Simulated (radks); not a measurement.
Task: The mean radii <r> (bohr) of the occupied orbitals of an atom or ion are listed with their occupations. All-electron calculation, scalar-relativistic Kohn-Sham, LDA (Slater exchange, Perdew-Wang correlation), spin-polarised, spherical densities, point nucleus. Program: a radial shooting solver on a logarithmic mesh with Libxc functionals.

orbital  occ.      <r>
1s up       1  0.03921
1s down     1  0.03921
2s up       1   0.1727
2s down     1   0.1727
2p up       3   0.1505
2p down     3   0.1505
3s up       1   0.4927
3s down     1   0.4925
3p up       3   0.4987
3p down     3   0.4983
3d up       5   0.4973
3d down     5   0.4962
4s up       1    1.296
4s down     1    1.297
4p up       3    1.437
4p down     1    1.445

Name the element and its charge. Open shells, if any, are filled with parallel spins first.

Result: Z = 38, strontium, charge +4: Sr4+ in [Ar] 3d10 4s2 4p4. The 1s radius gives Z: for a bare nucleus <r> = (2 gamma + 1)/(2Z) with gamma = sqrt(1 - (Z/c)^2), 0.03844 bohr for Z = 38, and screening makes it slightly larger (0.03921 here). The occupations add up to 34, and the charge is Z minus that.
